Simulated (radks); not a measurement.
Problem. Te19+, configuration [Ar] 3d10 4s1 4p3 5s1 (not the ground configuration). Method: scalar-relativistic Kohn-Sham, r2SCAN, spin-unpolarised, spherical densities, finite nucleus; meta-GGA in the generalised Kohn-Sham scheme; Fermi nuclear charge, rms radius 4.7423 fm; computed with a radial shooting solver on a logarithmic mesh with Libxc functionals. Some entries of the table are withheld. Estimate them.

| orbital | occ. | eigenvalue (hartree) | <r^2> (bohr^2) |
|---|---|---|---|
| 1s | 2 | -1184.510 | (1) |
| 2s | 2 | -199.0021 | (2) |
| 2p | 6 | -180.6227 | 0.01336 |
| 3s | 2 | -54.76469 | (3) |
| 3p | 6 | -48.73115 | 0.1154 |
| 3d | 10 | -39.72960 | 0.09966 |
| 4s | 1 | -22.47916 | 0.5258 |
| 4p | 3 | -20.34629 | (4) |
| 4d | 0 | (5) | 0.6131 |
| 5s | 1 | -12.13091 | 1.665 |
| 5p | 0 | -11.20301 | 1.794 |

Solution. 
(1) 1s <r^2> (bohr^2): 0.001048
(2) 2s <r^2> (bohr^2): 0.01689
(3) 3s <r^2> (bohr^2): 0.1157
(4) 4p <r^2> (bohr^2): 0.5648
(5) 4d eigenvalue (hartree): -17.18129
